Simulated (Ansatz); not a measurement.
C₂H₃BClNO₂ (`C=NC(=O)OBCl`), 10 atoms. Total charge 0; spin multiplicity 1. All runs use 4 threads of a server CPU on a shared host. Correlated methods freeze the cores.

Question: Give the basis size and wall time and peak host memory of each of these runs in Ansatz. RKS PBE0-D4/def2-QZVPP energy; RHF-MP2/def2-QZVPP energy; RHF-CCSD(T)/def2-SVP energy; RKS B2PLYP (frozen core)/def2-TZVPP energy; RKS PBE-QIDH (frozen core)/def2-TZVPP energy; RKS PBE0-D4/def2-TZVP relaxation (16 steps); RKS ωB97M-V/def2-SVP energy; direct RPA on PBE orbitals/def2-TZVPP energy; RKS r2SCAN-D4/def2-TZVPP energy and forces; RKS PBE0-D4/def2-SVP energy; RHF-CCSD(T)/def2-TZVPP energy; RKS ωB97M-V/def2-QZVPP energy. (Best estimate.)

Answer: The calculation gave: Other jobs shared the machine, so times are rough.

```json
{"level": "RKS PBE0-D4/def2-SVP", "job": "energy", "functions": "117", "wall time": "1.1 s", "peak host memory (GiB)": "0.3"}
{"level": "RKS ωB97M-V/def2-SVP", "job": "energy", "functions": "117", "wall time": "3.1 s", "peak host memory (GiB)": "0.4"}
{"level": "RKS r2SCAN-D4/def2-TZVPP", "job": "energy and forces", "functions": "270", "wall time": "3.9 s", "peak host memory (GiB)": "0.41"}
{"level": "direct RPA on PBE orbitals/def2-TZVPP", "job": "energy", "functions": "270", "wall time": "4.7 s", "peak host memory (GiB)": "0.7"}
{"level": "RKS B2PLYP (frozen core)/def2-TZVPP", "job": "energy", "functions": "270", "wall time": "6.5 s", "peak host memory (GiB)": "0.78"}
{"level": "RKS PBE-QIDH (frozen core)/def2-TZVPP", "job": "energy", "functions": "270", "wall time": "6.5 s", "peak host memory (GiB)": "0.78"}
{"level": "RKS PBE0-D4/def2-QZVPP", "job": "energy", "functions": "502", "wall time": "8 s", "peak host memory (GiB)": "2"}
{"level": "RHF-CCSD(T)/def2-SVP", "job": "energy", "functions": "117", "wall time": "8 s", "peak host memory (GiB)": "0.68"}
{"level": "RKS ωB97M-V/def2-QZVPP", "job": "energy", "functions": "502", "wall time": "15 s", "peak host memory (GiB)": "2.3"}
{"level": "RHF-MP2/def2-QZVPP", "job": "energy", "functions": "502", "wall time": "24 s", "peak host memory (GiB)": "3.3"}
{"level": "RKS PBE0-D4/def2-TZVP", "job": "relaxation (16 steps)", "functions": "241", "wall time": "54 s", "peak host memory (GiB)": "0.75"}
{"level": "RHF-CCSD(T)/def2-TZVPP", "job": "energy", "functions": "270", "wall time": "3.8 min", "peak host memory (GiB)": "7.5"}
```
